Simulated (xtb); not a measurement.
germanium atom (Ge), triplet; xtb with GFN2-xTB.

xtb was given this input:
```
$ xtb mol.xyz --gfn 2 --uhf 2 --ohess --json

# file mol.xyz
1

Ge     0.00000000     0.00000000     0.00000000
```

Output, abridged:

```
   ID    Z sym.   atoms
    1   32 Ge     1

           -------------------------------------------------
          |                Calculation Setup                |
           -------------------------------------------------

           -------------------------------------------------
          |                 G F N 2 - x T B                 |
           -------------------------------------------------

          ...................................................
          :                      SETUP                      :
          :.................................................:
          :  # basis functions                  10          :
          :  # atomic orbitals                   9          :
          :  # shells                            3          :
          :  # electrons                         4          :
          :  max. iterations                   250          :
          :  Hamiltonian                  GFN2-xTB          :
          :  restarted?                      false          :
          :  GBSA solvation                  false          :
          :  PC potential                    false          :
          :  electronic temp.          300.0000000     K    :
          :  accuracy                    1.0000000          :
          :  -> integral cutoff          0.2500000E+02      :
          :  -> integral neglect         0.1000000E-07      :
          :  -> SCF convergence          0.1000000E-05 Eh   :
          :  -> wf. convergence          0.1000000E-03 e    :
          :  Broyden damping             0.4000000          :
          :  net charge                          0          :
          :  unpaired electrons                  2          :
          ...................................................

 iter      E             dE          RMSdq      gap      omega  full diag
   1     -1.8080896 -0.180809E+01  0.707E+00    0.00       0.0  T
   2     -1.8080896  0.000000E+00  0.566E+00    0.00       0.0  T
   3     -1.8080896  0.000000E+00  0.436E+00    0.00       0.0  T
   4     -1.8080896  0.000000E+00  0.348E+00    0.00       0.0  T
   5     -1.8080896  0.000000E+00  0.279E+00    0.00       0.0  T
   6     -1.8080896  0.000000E+00  0.223E+00    0.00       0.0  T
   7     -1.8080896  0.000000E+00  0.178E+00    0.00       0.0  T
   8     -1.8080896  0.000000E+00  0.143E+00    0.00       0.0  T
   9     -1.8080896  0.000000E+00  0.114E+00    0.00       0.0  T
[...]
         :: total energy              -1.808089637246 Eh    ::
         :: total energy              -1.808089637246 Eh    ::
[...]
          :  rotational number                       1      :
          :  scaling factor                  1.0000000      :
          :  rotor cutoff                   50.0000000 cm⁻¹ :
          :  imag. cutoff                  -20.0000000 cm⁻¹ :
          :.................................................:

    mode    ω/cm⁻¹     T·S(HO)/kcal·mol⁻¹    T·S(FR)/kcal·mol⁻¹   T·S(vib)
   ------------------------------------------------------------------------
   ------------------------------------------------------------------------

   temp. (K)  partition function   enthalpy   heat capacity  entropy
                                   cal/mol     cal/K/mol   cal/K/mol   J/K/mol
 298.15  VIB   1.00                    0.000      0.000      0.000
         ROT   1.00                    0.000      0.000      0.000
         INT   1.00                    0.000      0.000      0.000
         TR   0.599E+27             1481.254      4.968     38.747
         TOT                        1481.2539     4.9681    38.7471   162.1178

       T/K    H(0)-H(T)+PV         H(T)/Eh          T*S/Eh         G(T)/Eh
   ------------------------------------------------------------------------
    298.15    0.236053E-02    0.236053E-02    0.184100E-01   -0.160495E-01
   ------------------------------------------------------------------------

         :::::::::::::::::::::::::::::::::::::::::::::::::::::
         ::                  THERMODYNAMIC                  ::
         :::::::::::::::::::::::::::::::::::::::::::::::::::::
         :: total free energy          -1.824139100527 Eh   ::
         ::.................................................::
         :: total energy               -1.808089637246 Eh   ::
         :: zero point energy           0.000000000000 Eh   ::
         :: G(RRHO) w/o ZPVE           -0.016049463281 Eh   ::
         :: G(RRHO) contrib.           -0.016049463281 Eh   ::
         :::::::::::::::::::::::::::::::::::::::::::::::::::::

optimized geometry written to: xtbopt.xyz

           -------------------------------------------------
          | TOTAL ENERGY               -1.808089637246 Eh   |
          | TOTAL ENTHALPY             -1.805729108866 Eh   |
          | TOTAL FREE ENERGY          -1.824139100527 Eh   |
          | GRADIENT NORM               0.000000000000 Eh/α |
          | HOMO-LUMO GAP               0.000000000000 eV   |
           -------------------------------------------------

normal termination of xtb
```
